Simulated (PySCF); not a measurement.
Dipole moment and polarisability of `CN(C)C1=C[SiH2]C=C1`

Species: C6H11NSi.
Cartesian coordinates in Å at the PBE0-D3(BJ)/def2-SVP level; atoms count from 1:
```xyz
19
C6H11NSi angstrom
C     -1.969   -1.081    0.445
N     -1.178    0.120    0.322
C     -1.898    1.263   -0.170
C      0.177    0.065    0.075
C      0.895    0.989   -0.636
Si     2.669    0.475   -0.611
C      2.306   -1.045    0.429
C      0.983   -1.042    0.673
H     -1.405   -1.884    0.932
H     -2.860   -0.879    1.059
H     -2.312   -1.461   -0.538
H     -1.376    2.188    0.115
H     -2.009    1.260   -1.273
H     -2.902    1.282    0.277
H      0.431    1.828   -1.153
H      3.255    0.161   -1.954
H      3.626    1.404    0.074
H      2.967   -1.803    0.854
H      0.502   -1.789    1.312
```

Level: PBE0/def2-SVPD (PySCF), static field, nuclei fixed, core orbitals frozen in the response. The polarisability tensor in these axes (au):

```
x   144.34   5.61 -10.03
y     5.61  98.72 -12.18
z   -10.03 -12.18  85.67
```

Task: Diagonalise the tensor; give its mean and Δα, where Δα² is half the sum of the squared differences of the eigenvalues.

Result: Principal values 77.86, 103.65 and 147.23 au; mean 109.58 au = 16.24 Å³ = 18.07 × 10⁻⁴⁰ C²·m²/J; Δα = 60.73 au (55 % of the mean).

Task: What is the dipole moment, and where does it point?

Result: (-2.49, -0.72, 0.50) D, 2.64 D in size, pointing from the negative to the positive side. Measured along this direction, the outermost atoms are H17 at the negative end and H10 at the positive end.

Task: Rayleigh depolarisation ratio (linearly polarised light, static tensor)?

Result: ρ = 3Δα²/(45ᾱ² + 4Δα²) = 11063.8/(540348 + 14751.8) = 0.0199.

Task: Give the eigenvalues of the traceless quadrupole moment Θ = ½Σq(3rr − r²1), origin at the centre of nuclear charge.

Result: -7.14, 1.58, 5.56 D·Å. The values depend on the origin, since the dipole doesn't vanish. The electronic extent ⟨r²⟩ about the same centre is 1328 bohr², a root-mean-square distance of 2.34 Å for the 68 electrons.

Task: Along which axes do the principal values lie, and how far do the nuclei extend along each?

Result: Largest value along (0.97, 0.16, -0.19), where the nuclei span 6.83 Å; middle along (-0.23, 0.86, -0.45), 4.77 Å; least along (0.09, 0.48, 0.87), 2.46 Å. The response follows the extents in order.

Task: Estimate the molar refractivity from the static electronic polarisability.

Result: Lorentz–Lorenz: R = (4π/3)N_A α = 2.5225 cm³/(mol·Å³) × 16.24 Å³ = 41.0 cm³/mol, in the limit of long wavelengths.

Task: Orientational against electronic polarisability at 250 K (dilute gas, rigid molecules)?

Result: In Gaussian units μ²/3kT = 67.33 Å³ against 16.24 Å³, a ratio of 4.15; the Debye molar polarisation (4π/3)N_A(α + μ²/3kT) is 210.8 cm³/mol, leaving out the vibrational part.

Isolated species at its PBE0-D3(BJ)/def2-SVP geometry, gas phase.

The run behind these numbers computed excited states and ΔSCF ions as well. On an Arm Neoverse N1 with one thread (shared host), this took 3.7 min (grids of density and orbitals included) and 1.2 GiB of memory at its peak.
